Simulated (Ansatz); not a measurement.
Species: ethynylsilane, C$_{2}$H$_{4}$Si (charge 0, singlet). SMILES: C#C[SiH3]
Geometry: optimised at B3LYP-D3(BJ)/def2-TZVP (Ansatz, an electronic-structure program).

Property: atomisation energy (electronic, to ground-state atoms), in kcal/mol. Valence correlation only, unless marked. UHF or UKS for open shells. No spin-orbit coupling. Non-relativistic. The coupled-cluster limit lacks core correlation, which all-electron functionals hold. CBS(X,Y): correlation extrapolated as X^-3; Hartree-Fock from the larger set (for Q and 5 zeta extrapolated as (X+1)exp(-9√X)).

| level | program | atomisation energy (kcal/mol) |
|---|---|---|
| HF/6-31G | Ansatz | 414.3 |
| HF/CBS(cc-pV(Q+d)Z,cc-pV(5+d)Z) | Ansatz | 467.0 |
| PBE0-D3(BJ)/def2-TZVPD | Ansatz + dftd3 | 620.0 |
| r2SCAN0-D4/def2-TZVPD | Ansatz + dftd4 | 612.5 |

Question: What does CCSD(T)/CBS(cc-pV(Q+d)Z,cc-pV(5+d)Z) (Ansatz) give?

Answer: 622.2 kcal/mol, so r2SCAN0-D4/def2-TZVPD differs from it by -9.7 kcal/mol.
